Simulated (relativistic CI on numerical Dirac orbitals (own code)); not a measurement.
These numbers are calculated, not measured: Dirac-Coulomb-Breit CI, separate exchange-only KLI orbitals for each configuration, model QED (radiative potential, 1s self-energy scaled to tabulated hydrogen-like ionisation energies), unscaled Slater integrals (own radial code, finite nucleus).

The strongest absorption lines from the ground level of an ion, among the configurations computed and to levels below about 1730 eV (vacuum wavelength in Å, gf): 8.8462 (0.00061), 14.352 (0.00058), 21.156 (0.85), 23.926 (0.17).

(1) Which ion is it?
A. Ta⁵⁹⁺
B. Eu⁴⁹⁺
C. Ta⁶¹⁺
D. Ta⁵⁷⁺

## Answers

(1) A. Ta⁵⁹⁺ has 14 electrons and the ground level 3s2 3p2 3P_0; the strongest line goes to 3s2 3p 3d 3D°_1. The pattern of lines fixes the number of electrons, and along that sequence the line energies rise steadily with the charge (about as its square where n changes within one kind of shell, about linearly where n is kept but much faster in heavy ions where fine structure, which grows about as Z⁴, sets the gap, and irregularly where shells cross), which fixes Z. Configurations outside the model, such as inner-shell arrays, can give stronger lines. At this charge energies of transitions that change n are usually good to better than 1 %, and those within a shell (Δn = 0) to a few per cent.

LS names give the leading component of a level, which can be under half, so a name can repeat, a term be missing and a line seem to break the LS rules.
